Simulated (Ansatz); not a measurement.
The cluster Ti₃B₃, 6 atoms. Hardware: 4 threads of Arm Neoverse V2 on a shared host.

The 6-31G sets use Cartesian d functions. Correlated methods freeze 18 core orbitals; core or outer-core shells of Ti are correlated, in sets that lack core-valence functions.

**Question.** How many basis functions does each of these Ansatz runs have, and roughly what does it cost? MP2/def2-TZVP, charge 0 quartet, energy, from earlier orbitals; MP2/def2-TZVP, charge 0 doublet, energy, from earlier orbitals; PBE-D4/def2-SVP, charge 0 doublet, energy, from earlier orbitals; PBE0-D4/def2-SVP, charge 0 doublet, energy, from earlier orbitals; r2SCAN-D4/def2-TZVPD, charge 0 doublet, energy, from earlier orbitals; LDA (SPW92)/def2-TZVP, charge 0 doublet, energy, from earlier orbitals; PBE-D4/def2-TZVP, charge 0 quartet, energy, from earlier orbitals; PBE-D4/def2-TZVP, charge 0 doublet, energy, from earlier orbitals; revPBE-D4/def2-TZVP, charge 0 doublet, energy, from earlier orbitals; PBE0-D4/def2-TZVP, charge 0 quartet, energy, from earlier orbitals; B3LYP-D4/6-31G, charge 0 doublet, energy; RPA@PBE/def2-TZVP, charge 0 doublet, energy, from earlier orbitals.

**Answer.** Other jobs shared the machine, so times can vary by a factor of up to 3. A dash marks memory too small to be measured apart from the calling script's.

| run | functions | fitting or Cholesky vectors | wall time | peak host memory (GiB) |
| --- | --- | --- | --- | --- |
| PBE-D4/def2-SVP, charge 0 doublet, energy, from earlier orbitals | 135 | 1602 | 9 s | – |
| PBE-D4/def2-TZVP, charge 0 quartet, energy, from earlier orbitals | 228 | 1746 | 9.5 s | – |
| PBE0-D4/def2-SVP, charge 0 doublet, energy, from earlier orbitals | 135 | 1482 | 11 s | 0.62 |
| revPBE-D4/def2-TZVP, charge 0 doublet, energy, from earlier orbitals | 228 | 1746 | 11 s | – |
| LDA (SPW92)/def2-TZVP, charge 0 doublet, energy, from earlier orbitals | 228 | 1746 | 11 s | 0.9 |
| PBE-D4/def2-TZVP, charge 0 doublet, energy, from earlier orbitals | 228 | 1746 | 12 s | – |
| B3LYP-D4/6-31G, charge 0 doublet, energy | 114 | 1590 | 14 s | 0.62 |
| RPA@PBE/def2-TZVP, charge 0 doublet, energy, from earlier orbitals | 228 | 1789 | 16 s | 0.9 |
| MP2/def2-TZVP, charge 0 quartet, energy, from earlier orbitals | 228 | 1789 | 37 s | 1.1 |
| MP2/def2-TZVP, charge 0 doublet, energy, from earlier orbitals | 228 | 1789 | 37 s | 1.1 |
| PBE0-D4/def2-TZVP, charge 0 quartet, energy, from earlier orbitals | 228 | 1905 | 43 s | 1.7 |
| r2SCAN-D4/def2-TZVPD, charge 0 doublet, energy, from earlier orbitals | 255 | 1773 | 48 s | 1.2 |
